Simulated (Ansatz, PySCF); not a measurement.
Species: sum formula MgO$_{2}$H$_{2}$, charge 0, multiplicity 1. 
Coordinates optimised at B3LYP-D3(BJ)/def2-TZVP (Ansatz, a first-principles code):
SMILES: [Mg]([OH])[OH]
```xyz
5

Mg     0.0004     0.0016     0.0001
O     -0.1688    -0.0543     1.7626
O      0.1669     0.0477    -1.7630
H      0.1455    -0.1716     2.6519
H     -0.1357     0.2061    -2.6500
```
Charge 0, spin multiplicity 1.

Total electronic energies in hartree. Valence correlation only, unless marked. No spin-orbit coupling. No relativistic terms. Basis-set limits of correlation are two-point, X^-3; Hartree-Fock from the larger set. The bracket is a focal-point correction in the basis named.

```tsv
level	program	energy (Eh)
PBE-D3(BJ)/def2-TZVPD	Ansatz + dftd3	-351.60146
PBE-D4/def2-TZVPD	Ansatz + dftd4	-351.60139
BLYP-D3(BJ)/def2-TZVPD	Ansatz + dftd3	-351.87678
revPBE-D3(BJ)/def2-TZVPD	Ansatz + dftd3	-351.79345
TPSS-D3(BJ)/def2-TZVPD	PySCF + dftd3	-351.91567
r2SCAN-D4/def2-TZVPD	Ansatz + dftd4	-351.78555
PW6B95-D4/def2-TZVPD	PySCF + dftd4	-352.25166
M06-2X/def2-TZVPD	PySCF	-351.80454
LC-wPBE/def2-TZVPD	Ansatz	-351.72657
MP2/def2-SVP	Ansatz	-350.80503
RI-MP2/def2-QZVPP	Ansatz	-351.24981
CCSD(T)/def2-SVPD	Ansatz	-350.86813
RI-MP2/CBS(def2-TZVPP,def2-QZVPP)+[CCSD(T)-MP2]/def2-TZVPP	Ansatz	-351.3024
RI-MP2/CBS(def2-TZVPPD,def2-QZVPPD)+[CCSD(T)-MP2]/def2-TZVPPD	Ansatz	-351.3009
CCSD(T)/CBS(def2-TZVPP,def2-QZVPP)	Ansatz	-351.2997
```

Totals of different functionals don't rank their quality; only differences between species are comparable.
